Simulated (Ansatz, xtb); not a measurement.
## Two isomers of C3H5BrF2

We compare a, `CCC(F)(F)Br`, a singlet, with b, `CC(F)(F)CBr`, a singlet. Both are isolated molecules in the gas phase, relaxed with r2SCAN-D4/def2-SVP, each in the lowest conformer that the search found.

Question: Which of the two would you expect CCSD(T)/def2-SVP + ΔMP2/def2-TZVPP electronic energies to favour?

Answer: Structure b; the calculation gives E(b) − E(a) = −4.0 kcal/mol.

The same difference at several levels:

| level | geometry | E(b) − E(a) (kcal/mol) | departure from the last row (kcal/mol) | job, with rough time for the two |
| --- | --- | --- | --- | --- |
| GFN2-xTB | GFN2-xTB | −1.8 | +2.2 | optimisation, 0.27 s |
| HF/STO-3G | GFN2-xTB | +3.3 | +7.3 | single point, 1 s |
| r2SCAN-D4/def2-SVP//GFN2-xTB | GFN2-xTB | −1.1 | +2.9 | single point, 5.6 s |
| r2SCAN-D4/def2-SVP | r2SCAN-D4/def2-SVP | −1.4 | +2.6 | optimisation, 39 s |
| HF/def2-SVP | r2SCAN-D4/def2-SVP | −5.7 | −1.7 | part of the CCSD(T) run |
| MP2/def2-SVP | r2SCAN-D4/def2-SVP | −2.7 | +1.3 | part of the CCSD(T) run |
| CCSD(T)/def2-SVP | r2SCAN-D4/def2-SVP | −3.1 | +0.9 | single point |
| CCSD(T)/def2-SVP + ΔMP2/def2-TZVPP | r2SCAN-D4/def2-SVP | −4.0 |  | single point, 92 s |

As drawn, both hold the same kinds of bond in the same numbers.

HF/STO-3G puts the two in the other order. The largest departure from CCSD(T)/def2-SVP + ΔMP2/def2-TZVPP is that of HF/STO-3G, 7.3 kcal/mol. The last row adds to CCSD(T) the change of the MP2 difference between the two basis sets, here −0.9 kcal/mol.

With thermal terms from frequencies at re-optimised GFN2-xTB minima (ideal gas, soft modes damped towards free rotors, one conformer each, 298.15 K, 1 atm): on the last row, ΔE + ΔZPE = −4.4, ΔH = −4.4, ΔG = −4.5 kcal/mol.

The correlated steps freeze 14 core orbitals; the filled d shell of Br is correlated, in a basis made for valence electrons. Codes used: Ansatz 0.2.0, xtb 6.7.1; the last row on 2 threads of Intel(R) Xeon(R) Processor @ 2.70GHz on a shared host.
